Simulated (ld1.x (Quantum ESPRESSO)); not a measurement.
**Plane-wave convergence, RRKJ potential for Pt (Z = 78)**

```
Element                 : Pt (Z = 78)
Generator               : ld1.x (Quantum ESPRESSO) 7.5
Type                    : norm-conserving RRKJ (Kleinman–Bylander form)
Functional              : BP86
Relativity              : scalar-relativistic
Frozen core             : [Kr] 4d10
Valence charge          : 32
Reference configuration : 4f14 5s2 5p6 5d9 6s1 6p0
Partial waves           : 5p (bound): rc 1.60 bohr; 5d (bound): rc 1.80 bohr; 4f (bound): rc 0.90 bohr; 5s (bound): rc 0.95 bohr
Local potential         : the s channel
Core correction         : Bessel-smoothed model core, default radius (core density twice the valence density)
rho0                    : 0.01
```

Occupied shells without a wave of their own: 6s. They enter only through the test configuration that unscreens the potential, and ld1.x also counts them in the model core charge.

The pseudo-atom Hamiltonian at the reference potential is diagonalised in spherical Bessel functions j_l(qr) that vanish at 20 bohr, with q² up to the cutoff. All-electron valence levels (Ry): 5p -4.1291, 6p -0.0647, 5d -0.4616, 4f -5.1651, 5s -7.4988, 6s -0.4293.

How do the lowest levels (Ry) of each channel move with the cutoff, and are there ghosts?

```
cutoff (Ry)     p #1     p #2     d #1     f #1    f #2     s #1     s #2    s #3  Σ f·Δε (mRy)
          8  -2.8330  -0.0192   0.0321   0.1094  0.2407  -5.6571  -0.2676  0.0157       89905.6
         18  -4.0530  -0.0605  -0.3268   0.1094  0.2407  -6.1295  -0.2960  0.0136       78381.9
         35  -4.1155  -0.0646  -0.4595   0.1094  0.2407  -7.1834  -0.3940  0.0072       74607.6
         55  -4.1286  -0.0664  -0.4616   0.1094  0.2407  -7.4115  -0.4290  0.0052       74019.1
         90  -4.1290  -0.0668  -0.4616   0.1094  0.2407  -7.4520  -0.4320  0.0050       73932.2
        140  -4.1291  -0.0668  -0.4616   0.1094  0.2123  -7.4955  -0.4370  0.0047       73839.4
        230  -4.1291  -0.0668  -0.4616  -5.0634  0.1094  -7.4984  -0.4373  0.0047        1414.8
        400  -4.1291  -0.0668  -0.4616  -5.1644  0.1094  -7.4989  -0.4373  0.0047           0.0
```

Result: no extra level below or beside the all-electron valence levels (p, d, f, s tested); 10 mRy is reached at over 300 Ry and 1 mRy at over 300 Ry.

ld1.x takes every shell without a wave as core, so the model core holds the 6s electrons as well and exchange and correlation see them twice. This cancels in the reference configuration, but the file is broken for other ones, and its errors say nothing about a proper core correction. Its largest configuration-test error is -1006 meV.
